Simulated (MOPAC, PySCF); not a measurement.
H₁₁FSi₅, SMILES `F[SiH2][Si]([SiH3])([SiH3])[SiH3]` (F–Si–Si–Si torsion 180°), neutral singlet in the gas phase. 

Z-matrix (Å, degrees):
```
Si
Si 1 2.3363
F 2 1.6325 1 108.68
H 2 1.4929 3 107.87 1 120.91
H 2 1.4929 4 109.49 3 -117.14
Si 1 2.3428 2 109.21 4 -178.84
H 6 1.4942 1 109.94 2 61.84
H 6 1.4953 7 109.12 1 -120.45
H 6 1.4954 7 109.16 8 -118.96
Si 1 2.3428 2 109.21 4 -58.58
H 10 1.4942 1 109.94 2 -61.84
H 10 1.4953 11 109.12 1 120.45
H 10 1.4954 11 109.16 12 118.96
Si 1 2.3440 2 108.92 4 61.29
H 14 1.4949 1 109.50 2 -180.00
H 14 1.4954 15 108.97 1 120.67
H 14 1.4954 15 108.97 16 118.67
```
Charge 0, multiplicity 1.

All levels are single points at this geometry (PBE0-D3(BJ)/def2-SVP); Pople sets use spherical d functions. Orbital energies aren't observables, and empty levels follow the basis.

PM7 in MOPAC gives gap (eV) = 10.13.

**Question.** Estimate the gap (eV) from each of these levels: PBE0-D3(BJ)/def2-TZVP in PySCF; B3LYP/3-21G in PySCF; B3LYP/LANL2DZ in PySCF; HF/3-21G in PySCF; PM3 in MOPAC.

**Answer.** 
| level | gap (eV) |
|---|---|
| PBE0-D3(BJ)/def2-TZVP in PySCF | 6.97 |
| B3LYP/3-21G in PySCF | 7.29 |
| B3LYP/LANL2DZ in PySCF | 7.41 |
| HF/3-21G in PySCF | 13.24 |
| PM3 in MOPAC | 7.09 |
